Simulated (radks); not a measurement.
The numbers below are computed, except where a source is named.
Effect of the nuclear size on neutral nickel, [Ar] 3d8 4s2. Level of theory: Dirac Kohn-Sham, relativistic LDA (MacDonald-Vosko exchange, VWN5 correlation), spin-unpolarised, spherical densities, finite nucleus; open shells are shared between the two j in proportion to 2j + 1; Fermi nuclear charge, rms radius 3.7757 fm (a radial shooting solver on a logarithmic mesh with Libxc functionals). The rms radius is varied about that value; shifts are against it.

rms radius (fm)  total energy shift (eV)  density at nucleus (e/bohr^3)  1s1/2 shift (meV)  2s1/2 shift (meV)  3s1/2 shift (meV)
3.3339                           -0.0345                      1.954e+04              -14.6              -1.36             -0.194
3.568                            -0.0167                      1.948e+04              -7.08             -0.657             -0.094
3.7757                                 0                      1.942e+04              0.000              0.000              0.000
4.0664                            0.0249                      1.935e+04               10.5              0.979              0.140
4.3118                            0.0473                       1.93e+04               20.0               1.86              0.267

Slopes of the eigenvalues against <r^2> in GHz/fm^2, as finite differences over the two radii next to the reference (eigenvalue slopes, not the field-shift constants of lines): 1s1/2 1120, 2s1/2 104, 3s1/2 14.9.
